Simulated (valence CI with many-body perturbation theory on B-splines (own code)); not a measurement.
**Te³¹⁺: key properties**

Level of theory: relativistic CI+MBPT: three valence electrons over a frozen Dirac-Fock core [Ar], radial functions for each j: 9 s, 9 p, 10 d, 8 f, 5 g, 3 h, 1 i, with the one-electron correlation potential Σ1 (screened to all orders), the two-electron term Σ2, the three-electron term Σ3, Breit, model QED; selected single and double excitations, second order for the rest (own B-spline code, finite nucleus).

The last digits are not significant, and no measured levels were compared; by estimate large intervals hold to a few tenths of a per cent, small ones and those within an open d or f shell to about a per cent. Only levels of the ground parity were solved; by the run's estimate the other parity begins above the list, which can be wrong where configurations are misplaced.

Levels are named by their leading jj configuration (3d3/2^4 stands for four electrons in 3d with j = 3/2), which in mixed levels can hold well under half, so a name can repeat and another be missing.

Rates and lifetimes use the calculated energies. Strong lines usually hold to 10 to 20 %, long lifetimes can be off by a factor of two.

**Question.** What is the ground level?

**Answer.** (3d3/2^3) J=3/2, composition 69 % 3d3 4F + 24 % 3d3 2D + 5 % 3d3 2P, g = 0.561.

**Question.** How well does LS coupling describe the low levels?

**Answer.** Among the lowest 19 levels the leading LS term, summed over configurations, holds 70 % on average. For single configurations the figures are 70 % in LS and 83 % in jj coupling. Terms mix most in the J = 9/2 level at 123350 cm⁻¹, where the leading one holds 42 %.

**Question.** What is the ionisation energy?

**Answer.** 1889.2 eV; NIST lists 1889 ± 4 eV (theoretical).
